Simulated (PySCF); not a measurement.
iodine monochloride anion (ClI), SMILES ClI (connectivity only; charge and spin as stated), charge -1, multiplicity 2. Atoms are numbered in the order given.

```xyz
2

Cl     0.0000     0.0000    -2.1848
I      0.0000     0.0000     0.7008
```
Charge -1, spin multiplicity 2.

Geometry optimised at PBE0-D3(BJ)/def2-TZVPD. The multiplicity is an assumed one; other spin states were not compared. The def2 effective core potentials stand for the cores of I; spin–orbit coupling is left out.

Calculation: PBE0-D3(BJ)/def2-TZVPD (PySCF 2.14.0).

Frequencies are harmonic and unscaled.

| mode | ν (cm⁻¹) | IR (km/mol) | moving atoms (share of kinetic energy) |
|---|---|---|---|
| 1 | 171 | 13.8 | Cl 78 %, I 22 % |
